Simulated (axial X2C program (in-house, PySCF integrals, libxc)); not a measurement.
## Worked dissociation energy of GeS⁺: HF, spin-free

All values were computed with an axial X2C code built on PySCF integrals. Spin-free means the one-electron spin-free X2C Hamiltonian. Basis: Ge dyall-v3z [9s9p7d1f], S dyall-v3z [8s7p2d1f] (cores contracted in-house); Gaussian nuclei, density fitting, unrestricted open shells. Masses: Ge 73.921 u, S 31.972 u.

Molecular state: M_S = 1/2, Λ = 1 (beyond evenly filled blocks: π+α, π+β, π-α).

| Property | Result |
| --- | --- |
| E(Ge+) (2M_S = 1, M_L = 0) | -2096.844996 hartree |
| E(S) (2M_S = 2, M_L = 0) | -398.597167 hartree |
| E(GeS⁺) at Re | -2495.512705 hartree |
| ωe | 474.5 cm⁻¹ |
| ωexe | 1.25 cm⁻¹ |

(1) Work out De and D0.

The state is one determinant whose occupation by symmetry is held fixed; it was picked as the lowest of a PBE0 search that is not exhaustive. Dissociation energies refer to the lowest single-determinant-based atoms at the same level and basis. The determinant is spin-polarised beyond a pure state at some levels (its spin-free form has ⟨S²⟩ too high), which makes Re and μ there less reliable. Spin-free De lacks the spin–orbit lowering of the heavy p-block atom, a tenth of an eV or more for 4p and 5p, up to an eV for 6p and one to two eV for 7p atoms, less what an open-shell molecule gains itself.

Hartree–Fock lacks correlation and underbinds, often by eV.

Each atomic determinant is the lowest at this level and need not be a pure term. Totals compare only within one Hamiltonian and basis.

Answers

(1) De = -2096.844996 + (-398.597167) − (-2495.512705) = 0.07054 hartree = 1.920 eV. The zero-point energy is ωe/2 − ωexe/4 = 237 cm⁻¹ = 0.029 eV, so D0 = 1.890 eV.
